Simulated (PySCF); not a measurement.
NMR data simulated for an unnamed compound:

¹H NMR (500 MHz, computed): δ 9.03 (m, 1H), 8.81 (m, 1H), 8.78 (m, 1H), 1.78 (m, 1H), 1.51 (m, 2H), 1.10 (m, 2H).

¹³C{¹H} NMR (computed): δ 176.9 (C), 152.4 (CH), 149.4 (CH), 149.1 (CH), 29.7 (CH), 23.6 (CH2).

Non-relativistic, equivalent nuclei averaged, one conformer, isolated molecule. Geometry from PBE0-D3(BJ)/def2-SVP; GIAO KT2/pcSseg-1 shieldings; PySCF.

Chemical shifts δ = σref − σ; TMS for ¹H (σref 31.18) and ¹³C (σref 183.22), all at this level.

**Question.** Which of these does the molecule contain: a tert-butyl group, a benzene ring, a carboxylic acid, a three-membered ring?

**Answer.** 
- A tert-butyl group: no.
- A benzene ring: no.
- A carboxylic acid: no.
- A three-membered ring: yes.

The data belong to SMILES c1cpc(C2CC2)cp1, C$_{7}$H$_{8}$P$_{2}$; they needn't prove each group on their own.

Carbon signals by region: 1 in the far downfield region (above 160 ppm), 3 in the sp2 and nitrile region (100–160 ppm), 2 below 50 ppm. Above 160 ppm: 176.9, substituted aromatic carbon.

Splittings by ³¹P in the carbon and heteronuclear signals aren't shown, as no couplings were computed. Shifts are as computed. Against solution values, carbons near 30 ppm lie about +2 ppm off and those near 130 ppm about -5 ppm. Of 1211 compounds with measured shifts, 218 miss one by over three times the rms of a fit or turn the order of signals round; such compounds aren't used in these exercises. Multiplicities follow the n + 1 count of equivalent neighbours, as no J values were calculated; m marks all less simple cases, F and P coupling included.
